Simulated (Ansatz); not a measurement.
Input for Ansatz (an electronic-structure program): R-CCSD(T)/def2-TZVPPD on F2Sr (SMILES [F][Sr][F]), atoms moved off the minimum. Elements past Kr take the def2 small-core potentials; no spin–orbit coupling. Files ending in .json are basis or fitting sets from the Basis Set Exchange.

Ansatz 0.2 input:
```yaml
crystal:
  periodic: [false, false, false]
  atoms:
    - {symbol: Sr, position_ang: [0.31132703, -0.01024229, -0.01132021]}
    - {symbol: F, position_ang: [-0.91379983, 1.41658359, -1.20776110]}
    - {symbol: F, position_ang: [-0.30747135, -1.49515547, 1.35041732]}
basis:
  gaussian:
    orbitals: def2-TZVPPD.json
magnetization: {spin_polarized: false}
correlation: {method: ccsd_t, electrons: outside_noble_gas}
scf: {lower_state_search: off}
output: {forces: true}
```

Program output:

```
WARN ansatz: RAYON_NUM_THREADS=1 ignored (pool sized by the plan → 1); use --threads N
Functional definition: HF
these checks for a lower state are left out or cut short: starts, cluster_reference, orbital_swaps, neighbouring_geometries, increment
integrals: 0.18 GiB planned
774 factors; integrals over basis functions are off by at most 6.4e-4 eV
mean field: 0.21 GiB planned
mean field evaluation 1: about -6239.4008 eV, gradient 5.3e1 eV
mean field evaluation 2: about -6239.4109 eV, gradient 5.3e1 eV
mean field evaluation 4: about -6244.0843 eV, gradient 1.5e0 eV
mean field evaluation 8: about -6244.0920 eV, gradient 1.3e-1 eV
mean field -6244.09207805 eV, -229.4661514708 hartree, gradient 4.6e-6 eV, S^2 0.000000; 0 other end points of the search recorded, 0 dependent functions left out
6 core orbitals not correlated, not the lowest: weight in the atoms' cores, before any rotation towards them, 0.914 or more for the frozen orbitals, at most 0.061 for the correlated occupied ones
reference -6244.09207805 eV, -229.4661514708 hartree; 8, 8 occupied and 106, 106 virtual orbitals, 774 factors
densities: 0.78 GiB planned
second order -15.25330249 eV of doubles, -0.00000000 eV of singles
coupled cluster: 0.52 GiB planned
cycle   1  -14.66080349 eV  change    5.9e-1 eV  update   1.0e-1
cycle   2  -14.97855552 eV  change   -3.2e-1 eV  update   3.8e-2
cycle   3  -15.06067660 eV  change   -8.2e-2 eV  update   1.4e-2
cycle   4  -15.05420357 eV  change    6.5e-3 eV  update   4.3e-3
cycle   5  -15.04867882 eV  change    5.5e-3 eV  update   1.5e-3
cycle   6  -15.04847699 eV  change    2.0e-4 eV  update   5.6e-4
cycle   7  -15.04872108 eV  change   -2.4e-4 eV  update   2.0e-4
cycle   8  -15.04866449 eV  change    5.7e-5 eV  update   7.4e-5
cycle   9  -15.04862713 eV  change    3.7e-5 eV  update   2.4e-5
cycle  10  -15.04863785 eV  change   -1.1e-5 eV  update   9.7e-6
perturbative correction -0.44738745 eV, -0.0164411857 hartree
the calculation of the forces begins
Total energy: -6259.58810336 eV, -230.0356198973 hartree
Atom 0 at     0.311327    -0.010242    -0.011320 Å, force    -0.180262     0.902997    -0.793828 eV/Å
Atom 1 at    -0.913800     1.416584    -1.207761 Å, force     0.349011    -0.313001     0.257521 eV/Å
Atom 2 at    -0.307471    -1.495155     1.350417 Å, force    -0.168749    -0.589996     0.536307 eV/Å
Dipole moment:     1.386957    -0.005573    -0.080418 e Å
Checks for a lower state left out: starts, cluster_reference, orbital_swaps, neighbouring_geometries, increment
```

The run converged.

Cost: around 40 core-seconds (rough).
